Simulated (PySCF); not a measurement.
Na(OtBu) (C4H9NaO), SMILES CC(C)(C)[O][Na].

Geometry optimised at PBE0-D3(BJ)/def2-SVP. The isomer is the one that the SMILES or the coordinates give; other isomers of the formula were not compared.

Method: PBE/def2-TZVP run with PySCF.

Gas-phase values at a fixed geometry.

```yaml
total_energy: -395.04483 hartree
point_group: C3v
highest_occupied_level: -3.70 eV
lowest_empty_level: -1.99 eV
orbital_gap: 1.71 eV
dipole_moment: 7.87 D
quadrupole, principal values (traceless, Buckingham form, about the centre of nuclear charge): -14.36, -14.36, 28.72 D·Å
mean_static_polarisability: 80.0 bohr³ (11.85 Å³)
polarisability_principal_values: 77.1, 77.1, 85.7 bohr³
```
